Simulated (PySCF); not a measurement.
SiH2Cl2, SMILES Cl[SiH2]Cl. Atoms are numbered in the order given.

```xyz
5

Si     0.0000     0.0000     0.7664
Cl     1.6824     0.0000    -0.4085
Cl    -1.6824     0.0000    -0.4085
H      0.0000    -1.2244     1.5799
H      0.0000     1.2244     1.5799
```
Charge 0, spin multiplicity 1.

Geometry: B3LYP-D3(BJ)/def2-TZVP. The isomer is the one that the SMILES or the coordinates give; other isomers of the formula were not compared.

Two levels are set side by side: PBE/pcSseg-2 (PySCF) and PBE0/pcSseg-2 (PySCF). GIAO shifts against HCl (³⁵Cl), TMS (²⁹Si), TMS (¹H) at the same level; non-relativistic, no solvent, atoms listed together averaged. Without spin–orbit terms, shifts of atoms bonded to Cl or Br come out too high at both levels. Differences are taken from unrounded values.

| quantity | PBE0 |
|---|---|
| δ(²⁹Si) of Si1 (ppm) | -0.5 |
| δ(³⁵Cl) of Cl2, Cl3 (ppm) | 47.1 |
| δ(¹H) of H4, H5 (ppm) | 5.95 |

**Question.** What does PBE give, and how far is it from PBE0? (An estimate is asked for; the answer gives what the named calculation found.)

**Answer.** 
```json
[
 {"quantity": "δ(²⁹Si) of Si1 (ppm)", "PBE": "0.8", "PBE minus PBE0": "1.3"},
 {"quantity": "δ(³⁵Cl) of Cl2, Cl3 (ppm)", "PBE": "69.9", "PBE minus PBE0": "22.7"},
 {"quantity": "δ(¹H) of H4, H5 (ppm)", "PBE": "6.22", "PBE minus PBE0": "0.28"}
]
```

Rough cost on one machine, each run with all the roots and properties that it gave: PBE0 against PBE within a factor of 2.
